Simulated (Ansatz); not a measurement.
Relaxation of F₂H₇NSi₃ (13 atoms, charge 0, multiplicity 1), to a largest force component of 0.02 eV/Å in at most 40 steps.

Theory: RKS PBE-D4/STO-3G (Ansatz 0.2.0).

```xyz
13
Properties=species:S:1:pos:R:3:forces:R:3
N -0.743 -1.684 1.153 1.03 -0.95 0.59
Si 0.071 -0.209 0.759 2.52 2.72 -0.17
Si 1.752 -0.495 -0.802 1.38 -0.52 1.74
Si -1.054 1.518 -0.326 -1.06 -1.09 1.30
F -1.737 0.925 -1.708 -0.11 0.04 -0.43
F -2.345 1.979 0.620 -0.08 0.18 -0.17
H -1.277 -1.984 0.334 -1.07 -0.80 -1.29
H -1.456 -1.431 1.847 -1.23 -0.01 1.07
H 0.622 0.302 2.096 -0.49 -0.48 -1.35
H 2.446 0.810 -1.035 -0.56 -0.76 -0.03
H 1.223 -1.031 -2.040 0.03 0.03 -0.21
H 2.826 -1.439 -0.257 -1.05 0.88 -0.76
H -0.309 2.705 -0.626 0.69 0.76 -0.30
```

Problem. Where does it end, and by what steps?

Solution. The run converged. The force dipped under the threshold on the way, but the program's further checks kept it going. Limits of this set-up: minimal basis. After 11 steps the energy has fallen by 0.521 eV; H11 moved furthest, 0.33 Å.

| step | energy less start (eV) | largest force component (eV/Å) | accepted |
| --- | --- | --- | --- |
| 0 | 0.0000 | 2.722 | yes |
| 1 | -0.4217 | 0.712 | yes |
| 2 | -0.4828 | 0.351 | yes |
| 3 | -0.5123 | 0.257 | yes |
| 4 | -0.5188 | 0.121 | yes |
| 5 | -0.5200 | 0.039 | yes |
| 6 | -0.5204 | 0.012 | yes |
| 7 | -0.5205 | 0.022 | yes |
| 8 | -0.5205 | 0.021 | yes |
| 9 | -0.5206 | 0.025 | yes |
| 10 | -0.5207 | 0.018 | yes |
| 11 | -0.5208 | 0.015 | yes |

```xyz
13
Properties=species:S:1:pos:R:3
N -0.667 -1.664 1.116
Si 0.130 -0.100 0.639
Si 1.844 -0.609 -0.746
Si -1.201 1.573 -0.241
F -1.867 1.169 -1.710
F -2.507 1.929 0.722
H -1.182 -2.022 0.251
H -1.488 -1.405 1.748
H 0.667 0.426 1.892
H 2.508 0.606 -1.196
H 1.369 -1.307 -1.931
H 2.842 -1.450 -0.099
H -0.428 2.820 -0.430
```

Time of the run: 33 s on 1 thread of Arm Neoverse V1, with other jobs on the host, peak memory 0.12 GiB.
